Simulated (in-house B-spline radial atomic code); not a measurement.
A calculation on I⁴⁺ (with a hole in an inner shell): its settings, and results tabulated from the run. Level of theory: Dirac-Kohn-Sham relativistic LDA, spherical fractional occupations, Fermi nucleus of rms radius 4.75 fm; calculated with a B-spline radial code for spherical atoms.

In the input, a minus or plus after the letter marks the j = l - 1/2 or j = l + 1/2 subshell.

Command:
```bash
python run_scf.py task.json out
```
Settings (nuclear radius in fm, mass in u):
```
Z                53
configuration    1s2 2s2 2p6 3s2 3p-1 3p+4 3d10 4s2 4p6 4d10 5s2 5p2
hamiltonian      dirac
method           lda_x_rel,vwn
spin_polarised   False
nucleus          fermi
rms_radius       4.75
atomic_mass      126.90447
speed_of_light   137.035999084
```

Output (hartree, bohr):
```
 radial grid: 70 intervals, B-splines of order 8, outer radius 30.8511 bohr

 iter        energy (Eh)    residual
    1       -7044.390873    8.20e-01
    2       -7055.468468    8.16e-01
    3       -7065.156189    1.35e-01
    4       -7065.576175    2.99e-02
    5       -7065.589746    1.40e-02
    6       -7065.593749    5.60e-03
    7       -7065.594141    1.82e-04
    8       -7065.594142    3.88e-06
    9       -7065.594142    8.02e-08

 total energy                     -7065.59414
 kinetic                            7464.3521
 electron-nucleus                 -17047.7641
 Hartree                            2679.6281
 exchange-correlation               -161.8103

 first-order corrections (not in the total)
   Gaunt                             5.9196
   retardation                      -0.6114
   frequency dependence             -0.0572
   self-energy                       4.0764
   Uehling                          -0.5561
   Wichmann-Kroll                    0.0127
   recoil                            0.0206

 orbital      occ     eigenvalue          <r>       <r^2>       <1/r>       r_max    small
 1s1/2      2.000     -1207.9417    0.0273248  0.00101199      56.616     0.01761  3.78e-02
 2s1/2      2.000      -189.6965     0.117052   0.0162138     13.2297     0.09956  8.11e-03
 2p1/2      2.000      -178.5143    0.0986138   0.0119626     13.2228     0.07624  8.15e-03
 2p3/2      4.000      -167.6203     0.104269   0.0132442     12.1996     0.08102  7.74e-03
 3s1/2      2.000       -40.5569      0.31308    0.112122     4.74562      0.2858  2.43e-03
 3p1/2      1.000       -35.8938     0.302673    0.106432     4.66324      0.2718  2.38e-03
 3p3/2      4.000       -33.8134     0.313984    0.114312     4.41043      0.2823  2.27e-03
 3d3/2      4.000       -25.5393     0.283929   0.0953246     4.27106      0.2286  2.15e-03
 3d5/2      6.000       -25.0971     0.287487    0.097583     4.20604      0.2316  2.12e-03
 4s1/2      2.000        -8.7603      0.72771    0.598393     1.94244      0.6725  7.24e-04
 4p1/2      2.000        -7.0924     0.755316    0.649983     1.83962      0.6871  6.65e-04
 4p3/2      4.000        -6.6655     0.782296    0.696974     1.75543      0.7107  6.28e-04
 4d3/2      4.000        -3.9397     0.869815    0.880955      1.5278      0.7491  4.95e-04
 4d5/2      6.000        -3.8689     0.879865    0.901262     1.50684      0.7573  4.86e-04
 5s1/2      2.000        -2.2538      1.72633     3.32994    0.765369       1.581  1.61e-04
 5p1/2      0.667        -1.8031       1.9089     4.08324    0.685619       1.731  1.33e-04
 5p3/2      1.333        -1.7365      1.96864     4.33977    0.661431        1.79  1.26e-04
```

Cost of the run: 0.76 s on 1 thread of Arm Neoverse V2, with other jobs on the host.

For the Dirac Hamiltonian the kinetic term is c α·p + (β - 1)c².
